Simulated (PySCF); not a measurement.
C5H7F3.
SMILES: `C/C(=C\C(F)F)CF`

Computed with PySCF 2.14.0, density-fitted response routines, TDDFT wB97X-D/def2-SVPD, vertical, gas phase, core orbitals frozen in the response. Isolated species at its PBE0-D3(BJ)/def2-SVP geometry (one conformer only). Torsions of this conformer, `[CH3:1]/[C:2](=[CH:3]\[CH:4]([F:5])[F:6])[CH2:7][F:8]`: C2–C3–C4–F5 -61°, C1–C2–C7–F8 180°.

| state | E (eV) | λ (nm) | ν̃ (cm⁻¹) | f | \|μ\| (D) | main configurations (H = HOMO, L = LUMO) |
| --- | --- | --- | --- | --- | --- | --- |
| S1 | 6.91 | 179.5 | 55700 | 0.449 | 4.14 | H→L (98%) |
| S2 | 7.49 | 165.4 | 60450 | 0.0017 | 0.24 | H-1→L (96%) |
| S3 | 7.72 | 160.7 | 62240 | 0.0024 | 0.29 | H→L+1 (88%) |
| S4 | 8.35 | 148.6 | 67320 | 0.014 | 0.66 | H→L+2 (77%), H-4→L (8%) |
| S5 | 8.47 | 146.4 | 68320 | 0.0068 | 0.46 | H→L+3 (84%) |
| S6 | 8.48 | 146.2 | 68420 | 0.010 | 0.56 | H-4→L (80%), H→L+2 (10%) |
| S7 | 8.78 | 141.2 | 70800 | 0.0003 | 0.10 | H-3→L (92%) |
| S8 | 8.99 | 138.0 | 72470 | 0.032 | 0.97 | H-2→L (98%) |
| S9 | 9.42 | 131.6 | 75970 | 0.035 | 0.99 | H→L+4 (55%), H→L+5 (25%) |
| S10 | 9.60 | 129.2 | 77420 | 0.0065 | 0.42 | H-1→L+1 (71%), H-1→L+2 (11%) |

Triplets (Tamm–Dancoff): T1 4.19 eV, H→L (94%); T2 7.17 eV, H-1→L (94%); T3 7.71 eV, H→L+1 (88%); T4 8.05 eV, H-4→L (86%).

The lowest singlet lies at 6.91 eV (180 nm, vacuum ultraviolet) and is strong; its leading configuration is HOMO→LUMO (98%). The lowest level is also the most intense of those listed (f = 0.449). Löwdin shares by element: HOMO carbon 79% or more (atoms not listed hold the other 21%); LUMO carbon 69% or more (atoms not listed hold the other 31%). The oscillator strengths of these states sum to 0.557; summed over the whole spectrum of an exact calculation they would give the number of electrons, 64 (Thomas–Reiche–Kuhn). Orbital energies (eV): HOMO-3 -12.50, HOMO-2 -12.26, HOMO-1 -11.41, HOMO -9.64, LUMO 1.18, LUMO+1 2.22, LUMO+2 2.75. Weighted by f, the mean energy of these states is 7.30 eV. The vertical ionisation energy (ΔSCF) is 9.87 eV, 0.27 eV above S10. The window holds the lowest 10 singlets.
